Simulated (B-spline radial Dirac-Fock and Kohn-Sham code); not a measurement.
Energy-loss ionisation edge L1 (2s) of Xe

System: the free xenon atom, [Kr] 4d10 5s2 5p6. Model: the first Born approximation with generalised oscillator strengths from a Dirac-Hartree-Slater potential (longitudinal and transverse terms; continuum final states only, so no white lines or fine structure). Program: an atomic code on a B-spline grid. The edge is taken at 5453.0 eV (tabulated value).

Partial cross sections σ(β, Δ) in barn, integrated over a window Δ above the edge and up to the collection semi-angle β, for parallel illumination:

| E₀ (kV) | β (mrad) | Δ = 25 eV | Δ = 50 eV | Δ = 100 eV | Δ = 200 eV | Δ = 300 eV |
| --- | --- | --- | --- | --- | --- | --- |
| 60 | 10 | 0.0470 | 0.0956 | 0.189 | 0.364 | 0.526 |
| 60 | 20 | 0.179 | 0.363 | 0.718 | 1.39 | 2.00 |
| 60 | 50 | 0.850 | 1.72 | 3.41 | 6.61 | 9.57 |
| 80 | 10 | 0.0642 | 0.131 | 0.258 | 0.499 | 0.721 |
| 80 | 20 | 0.236 | 0.481 | 0.951 | 1.84 | 2.66 |
| 80 | 50 | 0.989 | 2.01 | 3.98 | 7.72 | 11.2 |
| 80 | 100 | 2.10 | 4.24 | 8.37 | 16.3 | 23.7 |
| 100 | 50 | 1.08 | 2.20 | 4.35 | 8.46 | 12.3 |
| 120 | 20 | 0.339 | 0.691 | 1.37 | 2.65 | 3.84 |
| 120 | 50 | 1.14 | 2.33 | 4.61 | 8.97 | 13.0 |
| 200 | 50 | ? | ? | ? | ? | ? |
| 300 | 5 | 0.0793 | 0.162 | 0.321 | 0.621 | 0.898 |
| 300 | 20 | 0.654 | 1.34 | 2.65 | 5.17 | 7.52 |
| 300 | 50 | 1.37 | 2.77 | 5.49 | 10.7 | 15.6 |

Q: Give the row for 200 kV and 50 mrad.

A: 1.28 b for 25 eV, 2.59 b for 50 eV, 5.14 b for 100 eV, 10.0 b for 200 eV, 14.6 b for 300 eV.

Values without a named source are computed, but for edge energies of neutral atoms, which are taken from tables.
